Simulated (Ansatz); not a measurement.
Reactions of CH₅BO₃, SMILES `OBOCO`.

Computed with Ansatz on PBE0-D4/def2-TZVP structures; ΔE is electronic, products minus reactants. CCSD(T)/CBS is the MP2 limit (def2-TZVPP, def2-QZVPP) plus CCSD(T) − MP2 in def2-TZVPP, frozen cores. This one scheme is used for every species. One conformer a species, not always the lowest.

**Question.** Order these by ΔE at CCSD(T)/CBS, lowest first. (Estimate.)
A. `OBOCO` + `OCS` → `OBSCO` + `OCO`
B. `OBOCO` + `C=C(N)S` → `C=C(N)SBO` + `OCO`
C. `OBOCO` + SiH₄ → `OCOB[SiH3]` + H₂O
D. `OBOCO` + `S[SiH2]S` → `OCS[SiH2]S` + `OBO`
E. `OBOCO` + H–F → `OBOCF` + H₂O
F. `OBOCO` + `CO[SiH3]` → `OCCO[SiH3]` + `OBO`
G. `OBOCO` + `O[SiH2][NH][AlH2]` → `OB[NH][AlH2]` + `OCO[SiH2]O`

**Answer.** F (-0.45 eV), D (-0.24 eV), G (-0.13 eV), E (-0.02 eV), B (+0.35 eV), A (+0.44 eV), C (+1.60 eV).

Largest T1 diagnostic: 0.014, for `OCOB[SiH3]`.
